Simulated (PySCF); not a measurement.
InP (SMILES [P]=[In]), triplet, geometry from GFN2-xTB (such geometries of metal compounds can be far from the true shape) (core potentials on In); B97M-V/def2-TZVP in PySCF.

Input for PySCF:
```python
from pyscf import gto, scf, dft

mol = gto.Mole()
mol.atom = '''
    In   -0.00000000   -0.00000000   -0.61389725
    P     0.00000000    0.00000000    2.00539769
'''
mol.basis = 'def2-tzvp'
mol.ecp = {'In': 'def2-tzvp'}
mol.spin = 2
mol.verbose = 4
mol.build()

mf = dft.UKS(mol)
mf.xc = 'b97m_v'
mf.kernel()
```

**Question.** Predict the main parts of the log of this PySCF run.

**Answer.** 
```
PySCF version 2.14.0

[INPUT] verbose = 4
[INPUT] num. atoms = 2
[INPUT] num. electrons = 36
[INPUT] charge = 0
[INPUT] spin (= nelec alpha-beta = 2S) = 2
[INPUT] symmetry False subgroup None
[INPUT] Mole.unit = angstrom
[INPUT] Symbol           X                Y                Z      unit          X                Y                Z       unit  Magmom
[INPUT]  1 In     0.000000000000   0.000000000000  -0.613897250000 AA    0.000000000000   0.000000000000  -1.160097671124 Bohr   0.0
[INPUT]  2 P      0.000000000000   0.000000000000   2.005397690000 AA    0.000000000000   0.000000000000   3.789652404935 Bohr   0.0

nuclear repulsion = 63.6395767785509
number of shells = 29
number of NR pGTOs = 154
number of NR cGTOs = 87
basis = def2-tzvp
ecp = {'In': 'def2-tzvp'}

******** <class 'pyscf.dft.uks.UKS'> ********
method = UKS
initial guess = minao
damping factor = 0
level_shift factor = 0
DIIS = <class 'pyscf.scf.diis.CDIIS'>
diis_start_cycle = 1
diis_space = 8
diis_damp = 0
SCF conv_tol = 1e-09
SCF conv_tol_grad = None
SCF max_cycles = 50
direct_scf = True
direct_scf_tol = 1e-13
number electrons alpha = 19  beta = 17
XC library pyscf.dft.libxc version 7.1.2
    S. Lehtola, C. Steigemann, M. J. T. Oliveira, and M. A. L. Marques,  SoftwareX 7, 1–5 (2018)
XC functionals = b97m_v
    N. Mardirossian and M. Head-Gordon,  J. Chem. Phys. 142, 074111 (2015)
radial grids:
    Treutler-Ahlrichs [JCP 102, 346 (1995); DOI:10.1063/1.469408] (M4) radial grids

becke partition: Becke, JCP 88, 2547 (1988); DOI:10.1063/1.454033
pruning grids: <function nwchem_prune>
grids dens level: 3
symmetrized grids: False
atomic radii adjust function: <function treutler_atomic_radii_adjust>
** Following is NLC and NLC Grids **
NLC functional = b97m_v
radial grids:
    Treutler-Ahlrichs [JCP 102, 346 (1995); DOI:10.1063/1.469408] (M4) radial grids

becke partition: Becke, JCP 88, 2547 (1988); DOI:10.1063/1.454033
pruning grids: <function nwchem_prune>
grids dens level: 3
symmetrized grids: False
atomic radii adjust function: <function treutler_atomic_radii_adjust>
small_rho_cutoff = 0
Set gradient conv threshold to 3.16228e-05
tot grids = 41056
tot grids = 41056
init E= -498.602570953897

cycle= 1 E= -529.548625590473  delta_E= -30.9  |g|= 1.73  |ddm|= 31.3

cycle= 2 E= -474.284968422389  delta_E= 55.3  |g|= 6.55  |ddm|= 13.7

cycle= 3 E= -531.099144326002  delta_E= -56.8  |g|= 0.536  |ddm|= 12.1
cycle= 4 E= -531.032277156965  delta_E= 0.0669  |g|= 0.549  |ddm|= 1.69
cycle= 5 E= -531.30827114542  delta_E= -0.276  |g|= 0.196  |ddm|= 1.24
cycle= 6 E= -531.339626886571  delta_E= -0.0314  |g|= 0.155  |ddm|= 1.09
cycle= 7 E= -531.349345799003  delta_E= -0.00972  |g|= 0.093  |ddm|= 0.126
cycle= 8 E= -531.358090156031  delta_E= -0.00874  |g|= 0.0385  |ddm|= 0.142
cycle= 9 E= -531.35938888057  delta_E= -0.0013  |g|= 0.00383  |ddm|= 0.0805
cycle= 10 E= -531.359404022948  delta_E= -1.51e-05  |g|= 0.000724  |ddm|= 0.0117
cycle= 11 E= -531.35940460935  delta_E= -5.86e-07  |g|= 0.000166  |ddm|= 0.00178
cycle= 12 E= -531.359404647403  delta_E= -3.81e-08  |g|= 3.84e-05  |ddm|= 0.000613
cycle= 13 E= -531.35940464952  delta_E= -2.12e-09  |g|= 9.88e-06  |ddm|= 0.000151
cycle= 14 E= -531.359404649595  delta_E= -7.53e-11  |g|= 2.87e-06  |ddm|= 3.41e-05
Extra cycle  E= -531.359404649592  delta_E= 3.18e-12  |g|= 2.37e-06  |ddm|= 8.24e-06
converged SCF energy = -531.359404649592  <S^2> = 2.0093198  2S+1 = 3.0062068
```
